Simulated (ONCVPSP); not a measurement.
# What one change does to a pseudopotential (chromium (Cr), ONCV)

* Element: chromium (Cr)
* Generator: ONCVPSP 4.0.1
* Type: optimised norm-conserving Vanderbilt (ONCV)
* Functional: BLYP
* Relativity: scalar-relativistic
* Frozen core: [Ar]
* Valence charge: 6
* Reference configuration: 3d5 4s0.5 (charge +0.5)
* Partial waves: 4s: rc 2.65 bohr, ncon 4, nbas 7, qcut 2 1/bohr, 2 projectors, debl 1.6 Ha; p scattering state at 0.13 Ha: rc 2.20 bohr, ncon 4, nbas 7, qcut 4.1 1/bohr, 2 projectors, debl 0.4 Ha; 3d: rc 1.35 bohr, ncon 3, nbas 6, qcut 9.3 1/bohr, 2 projectors, debl 1.7 Ha
* Local potential: polynomial inside 1.10 bohr (lpopt 5, dvloc0 6 Ha)
* Core correction: Teter function, fcfact 2, rcfact 1.2

All-electron outer shells of the reference configuration (BLYP, scalar-relativistic, ld1.x):

| shell | level (eV) | outermost node (bohr) | outermost maximum (bohr) |
| --- | --- | --- | --- |
| 3p | -48.65 | 0.33 | 0.80 |
| 4s | -6.93 | 1.12 | 2.64 |
| 3d | -6.20 | – | 0.84 |

Change: reference 3d5 4s1.

Cutoffs: the cutoffs (Ha) at which the residual kinetic energy of the hardest occupied pseudo-wave falls to 1 and 0.1 mHa per electron; they do not see the model core or the augmentation charge, which bear on the density cutoff. Errors are all-electron minus pseudo energies relative to the spin-unpolarised reference configuration.

Question: What does the change do?

Answer: The potential gets neither clearly harder nor softer (38 Ha and 48 Ha → 38 Ha and 50 Ha); both files keep a bound ghost (p); the number of tests with a reliable result goes from 4 to 3; the range in which the s phases agree widens (upper end 1.2 → 2.2).

```tsv
quantity	base	changed
cutoff, loose	38 Ha	38 Ha
cutoff, tight	48 Ha	50 Ha
loose cutoff by channel	s 7.2 Ha, d 38 Ha	s 6.3 Ha, d 38 Ha
bound ghosts	p	p
GHOST(+) flags under 300 eV	s at 33.2 eV	s at 36.0 eV
tests with a reliable result	4 of 4	3 of 4
s: phases at 2.69 bohr within 0.05 rad from the reference energy up to (Ha; the scan ends near 5)	1.2	2.2
p: phases at 2.23 bohr within 0.05 rad from the reference energy up to (Ha; the scan ends near 5)	3.7	3.7
d: phases at 1.37 bohr within 0.05 rad from the reference energy up to (Ha; the scan ends near 5)	to the end of the scan	to the end of the scan
rms error of d²Exc/dni dnj with the model core, mHa	9.50	9.13
```

 A true bound ghost makes a file unfit for plane-wave use even where its test errors are small: the radial tests pick states by their node count and pass the ghost by.
